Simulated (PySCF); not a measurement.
## Relaxation of doublet PdSe₂⁻

Method: UPBE0/[Pd def2-SVPD with ECP28, Se def2-SVPD], scalar-relativistic core potentials, density fitting, no spin–orbit coupling, PySCF. A (50,194) grid was used.

A hand-made bent start, of C2v symmetry, held to at least that symmetry:

```xyz
3
charge -1 multiplicity 2, angstrom
Pd    0.0000    0.0000   -0.7728
Se    1.8349    0.0000    0.5120
Se   -1.8349    0.0000    0.5120
```

Optimiser trace:
| step | E − E(last) (kJ/mol) | largest gradient (Eh/bohr) |
| --- | --- | --- |
| 0 | 1.97 | 0.00401 |
| 1 | 1.62 | 0.00184 |
| 2 | 1.25 | 0.00318 |
| 3 | 0.89 | 0.00512 |
| 4 | 0.54 | 0.00635 |
| 5 | 0.25 | 0.00464 |
| 6 | 0.00 | 0.00043 |
| 7 | 0.01 | 0.00009 |
| 8 | 0.00 | 0.00001 |

It ends at C2v with Pd–Se 2.250 Å (×2); Se–Pd–Se 123.9° (after a last refinement on a finer grid). A frequency run shows a minimum. Other isomers or separated fragments may lie lower.

Final geometry:
Z-matrix (Å, degrees; charge -1 multiplicity 2):
```
Pd
Se 1 2.2498
Se 1 2.2498 2 123.88
```

Open d and f shells are described by one determinant, and the ground state may have another occupation or spin.

The relaxation took of the order of 5 core-minutes on a shared host.
